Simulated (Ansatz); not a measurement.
The cluster K5H6⁻. Charge -1, multiplicity 1. Geometry PBE-D4/def2-SVPD.

```
atom    x (Å)    y (Å)    z (Å)
  K1  -1.0192   0.6839   4.3881
  K2   0.9344   0.3137  -2.1275
  K3   1.0367   2.1919   1.3194
  K4  -0.2926  -2.4523  -4.2026
  K5  -0.8552  -1.0417   0.5297
  H6   0.4569   2.5915   3.8267
  H7  -1.7709  -1.1746   2.9855
  H8   1.9040  -0.0656   0.3407
  H9  -0.8264  -2.1760  -1.8478
 H10   1.1646  -0.5473  -4.6844
 H11  -0.7320   1.6765  -0.5278
```

Another isomer (singlet) lies 0.53 eV lower at PBE0-D4/def2-TZVPD; other spin states weren't run for this one.

Estimate the orbital energies around the gap (eV) in Ansatz with PBE-D4/def2-TZVPD, BLYP-D4/def2-TZVPD, r2SCAN-D4/def2-TZVPD, PBE0-D4/def2-TZVPD, ωB97X-V/def2-TZVPD.


| orbital | PBE-D4/def2-TZVPD | BLYP-D4/def2-TZVPD | r2SCAN-D4/def2-TZVPD | PBE0-D4/def2-TZVPD | ωB97X-V/def2-TZVPD |
| --- | --- | --- | --- | --- | --- |
| HOMO−13 | -14.05 | -13.94 | -14.62 | -15.99 | -18.60 |
| HOMO−12 | -14.02 | -13.90 | -14.60 | -15.99 | -18.60 |
| HOMO−11 | -13.96 | -13.84 | -14.52 | -15.92 | -18.55 |
| HOMO−10 | -13.92 | -13.81 | -14.48 | -15.86 | -18.47 |
| HOMO−9 | -13.82 | -13.71 | -14.37 | -15.77 | -18.38 |
| HOMO−8 | -13.80 | -13.69 | -14.34 | -15.73 | -18.31 |
| HOMO−7 | -13.76 | -13.64 | -14.29 | -15.69 | -18.28 |
| HOMO−6 | -13.64 | -13.53 | -14.17 | -15.57 | -18.16 |
| HOMO−5 | -1.50 | -1.39 | -1.57 | -2.51 | -4.93 |
| HOMO−4 | -1.23 | -1.13 | -1.31 | -2.21 | -4.55 |
| HOMO−3 | -0.95 | -0.85 | -1.05 | -1.91 | -4.21 |
| HOMO−2 | -0.81 | -0.71 | -0.91 | -1.77 | -4.07 |
| HOMO−1 | -0.78 | -0.67 | -0.88 | -1.75 | -4.05 |
| HOMO | -0.33 | -0.23 | -0.45 | -1.28 | -3.55 |
| LUMO | 1.05 | 1.04 | 1.54 | 1.41 | 2.09 |
| LUMO+1 | 1.37 | 1.38 | 1.93 | 1.71 | 2.38 |
| LUMO+2 | 1.82 | 1.88 | 2.28 | 2.14 | 2.78 |
| LUMO+3 | 1.85 | 1.91 | 2.32 | 2.16 | 2.83 |
| LUMO+4 | 1.99 | 2.01 | 2.55 | 2.27 | 2.94 |
| LUMO+5 | 2.03 | 2.11 | 2.67 | 2.35 | 3.05 |
